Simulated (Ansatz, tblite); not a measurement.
Forces on [GaFH3]- (GaH3F⁻) at its r2SCAN-D4/def2-TZVPD geometry. The state is a singlet with charge -1.

The xTB rows come from tblite.

GFN1-xTB (tblite), largest force 0.46 eV/Å:

```xyz
5
positions Å, forces eV/Å
Ga   -0.087    0.008    0.051   -0.309    0.029    0.181
F     1.506   -0.142   -0.878   -0.162    0.015    0.094
H    -1.257   -0.031   -1.057    0.372    0.006    0.275
H    -0.020    1.417    0.831    0.032   -0.391   -0.244
H    -0.142   -1.252    1.053    0.066    0.341   -0.305
```

GFN2-xTB (tblite), largest force 0.56 eV/Å:

```
Ga 0.263 -0.025 -0.153
F -0.483 0.046 0.281
H 0.260 0.011 0.275
H -0.035 -0.334 -0.176
H -0.006 0.302 -0.228
```

r2SCAN-D4/def2-TZVPD (Ansatz), largest force 0.00 eV/Å:

```
Ga 0.001 0.000 0.000
F -0.001 0.000 0.000
H 0.000 0.000 0.000
H -0.001 0.000 0.000
H 0.000 0.000 0.000
```
